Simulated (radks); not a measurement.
Task: The mean radii <r> (bohr) of the occupied orbitals of an atom or ion are listed with their occupations. Calculated with a radial shooting solver on a logarithmic mesh with Libxc functionals: scalar-relativistic Kohn-Sham, LB94 model potential, spin-polarised, spherical densities, finite nucleus; Fermi nuclear charge, rms radius of each element as measured or else 0.836 A^(1/3) + 0.57 fm.

orbital  occ.      <r>
1s down     1  0.01832
1s up       1  0.01832
2s up       1  0.07692
2s down     1  0.07689
2p down     3  0.06871
2p up       3  0.06874
3s up       1   0.1899
3s down     1   0.1900
3p up       3   0.1873
3p down     3   0.1875
3d up       2   0.1660

Name the element and its charge. Open shells, if any, are filled with parallel spins first.

Result: Z = 74, tungsten, charge +54: W54+ in [Ar] 3d2. The 1s radius gives Z: for a bare nucleus <r> = (2 gamma + 1)/(2Z) with gamma = sqrt(1 - (Z/c)^2), 0.01813 bohr for Z = 74, and screening makes it slightly larger (0.01832 here). The occupations add up to 20, and the charge is Z minus that.
